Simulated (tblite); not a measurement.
Compound: C5H7BrSi.
Numbering: `[CH3:1][C:2]1=[C:3]([Br:4])[CH:5]=[CH:6][SiH2:7]1` (hydrogens: H8, H9, H10 on C1; H11 on C5; H12 on C6; H13, H14 on Si7)

Computed with GFN2-xTB (tblite), gas phase: L-BFGS steps from a force-field or distance-geometry start until the largest atomic force falls under 0.01 eV/Å.

Step 3: E = -545.0705 eV
```
atom  x, y, z in Å  |  force x, y, z in eV/Å
C1      2.0664   -0.1806   -0.0541    0.068   0.045  -0.007
C2      0.6037    0.0504    0.0030   -0.073  -0.036   0.025
C3     -0.0977    1.1544    0.2833    0.128   0.140   0.006
Br4     0.6776    2.8777    0.6924   -0.053  -0.264  -0.053
C5     -1.5577    1.0651    0.2697    0.108   0.007  -0.024
C6     -2.0314   -0.1459   -0.0283   -0.146  -0.189  -0.023
Si7    -0.6287   -1.3496   -0.3283   -0.058  -0.024  -0.081
H8      2.3377   -0.5417   -1.0475    0.006   0.018   0.032
H9      2.6552    0.7032    0.1632    0.010   0.208   0.057
H10     2.3332   -0.9618    0.6590    0.026   0.031  -0.015
H11    -2.1679    1.9336    0.4825    0.149  -0.036  -0.001
H12    -3.0701   -0.4026   -0.0862   -0.240   0.221   0.053
H13    -0.5699   -1.8064   -1.7178    0.038  -0.058   0.069
H14    -0.5513   -2.3961    0.6868    0.037  -0.063  -0.038
```

Step 4: E = -545.0800 eV
```
atom  x, y, z in Å  |  force x, y, z in eV/Å
C1      2.0705   -0.1763   -0.0540   -0.034   0.109   0.057
C2      0.6039    0.0437    0.0038   -0.029   0.139   0.031
C3     -0.0978    1.1502    0.2807    0.150   0.067   0.002
Br4     0.6792    2.8738    0.6921   -0.072  -0.291  -0.063
C5     -1.5574    1.0589    0.2664    0.117   0.081   0.014
C6     -2.0353   -0.1522   -0.0283   -0.181  -0.053  -0.011
Si7    -0.6300   -1.3509   -0.3297   -0.082  -0.030  -0.039
H8      2.3363   -0.5418   -1.0438    0.064   0.033  -0.060
H9      2.6563    0.7136    0.1663   -0.065   0.077   0.015
H10     2.3322   -0.9593    0.6556    0.087   0.008   0.054
H11    -2.1606    1.9335    0.4832    0.140  -0.100  -0.024
H12    -3.0802   -0.3895   -0.0832   -0.171   0.159   0.043
H13    -0.5681   -1.8087   -1.7127    0.039  -0.084  -0.038
H14    -0.5497   -2.3957    0.6816    0.037  -0.115   0.018
```

Step 5: E = -545.0893 eV
```
atom  x, y, z in Å  |  force x, y, z in eV/Å
C1      2.0742   -0.1697   -0.0528   -0.120   0.093   0.074
C2      0.6034    0.0396    0.0053    0.108   0.089  -0.018
C3     -0.0951    1.1466    0.2778    0.004   0.039   0.012
Br4     0.6795    2.8638    0.6904   -0.048  -0.215  -0.049
C5     -1.5549    1.0519    0.2627    0.097   0.138   0.049
C6     -2.0422   -0.1578   -0.0281   -0.178   0.071  -0.004
Si7    -0.6332   -1.3528   -0.3319   -0.092  -0.009   0.036
H8      2.3361   -0.5410   -1.0411    0.098   0.078  -0.083
H9      2.6560    0.7263    0.1699   -0.124  -0.044  -0.022
H10     2.3331   -0.9563    0.6531    0.127   0.026   0.095
H11    -2.1502    1.9318    0.4835    0.110  -0.126  -0.040
H12    -3.0949   -0.3723   -0.0791   -0.054   0.101   0.036
H13    -0.5653   -1.8130   -1.7084    0.038  -0.104  -0.137
H14    -0.5472   -2.3977    0.6764    0.034  -0.138   0.050
```

Step 6: E = -545.0961 eV
```
atom  x, y, z in Å  |  force x, y, z in eV/Å
C1      2.0754   -0.1640   -0.0512   -0.080   0.023   0.049
C2      0.6047    0.0370    0.0059    0.029   0.077  -0.035
C3     -0.0934    1.1457    0.2761   -0.023  -0.123  -0.016
Br4     0.6788    2.8519    0.6882    0.000  -0.080  -0.020
C5     -1.5511    1.0477    0.2604    0.019   0.077   0.045
C6     -2.0500   -0.1602   -0.0278   -0.072   0.167   0.006
Si7    -0.6374   -1.3541   -0.3328   -0.084   0.003   0.064
H8      2.3376   -0.5385   -1.0398    0.103   0.118  -0.052
H9      2.6537    0.7359    0.1724   -0.147  -0.101  -0.039
H10     2.3360   -0.9532    0.6528    0.135   0.061   0.096
H11    -2.1403    1.9286    0.4831    0.047  -0.067  -0.030
H12    -3.1078   -0.3571   -0.0753    0.017   0.063   0.030
H13    -0.5624   -1.8183   -1.7074    0.031  -0.096  -0.144
H14    -0.5446   -2.4019    0.6733    0.025  -0.122   0.045
```

Q: Estimate the geometry and energy of step 7. (The exact step hangs on the optimiser's Hessian estimate; all steps are aligned on step 6, rigid shifts and turns removed.)

A: E = -545.1008 eV, largest force 0.164 eV/Å
```
atom  x, y, z in Å  |  force x, y, z in eV/Å
C1      2.0753   -0.1604   -0.0496   -0.050  -0.053   0.005
C2      0.6050    0.0366    0.0057    0.033  -0.104  -0.071
C3     -0.0921    1.1430    0.2747   -0.092  -0.094  -0.005
Br4     0.6783    2.8420    0.6862    0.043   0.035   0.007
C5     -1.5480    1.0456    0.2595   -0.021   0.037   0.035
C6     -2.0562   -0.1587   -0.0275    0.005   0.129  -0.003
Si7    -0.6420   -1.3550   -0.3326   -0.067  -0.018   0.036
H8      2.3405   -0.5344   -1.0394    0.090   0.132  -0.009
H9      2.6495    0.7411    0.1736   -0.128  -0.079  -0.031
H10     2.3406   -0.9496    0.6542    0.118   0.084   0.077
H11    -2.1327    1.9256    0.4824   -0.017   0.030  -0.007
H12    -3.1168   -0.3453   -0.0720    0.054   0.044   0.025
H13    -0.5598   -1.8237   -1.7092    0.018  -0.064  -0.077
H14    -0.5423   -2.4071    0.6719    0.013  -0.080   0.018
```

The energy changes by -0.0047 eV. The first-order estimate −F·Δx gives -0.0068 eV and the mean of the old and new forces, exact on a quadratic surface, -0.0047 eV. The step makes an angle of 58° with the force vector and moves no atom by more than 0.015 Å.

The cost below is that of the whole relaxation. Hardware: one thread, Arm Neoverse N1 (aarch64), no GPU (shared host). Cost: 0.39 s wall.
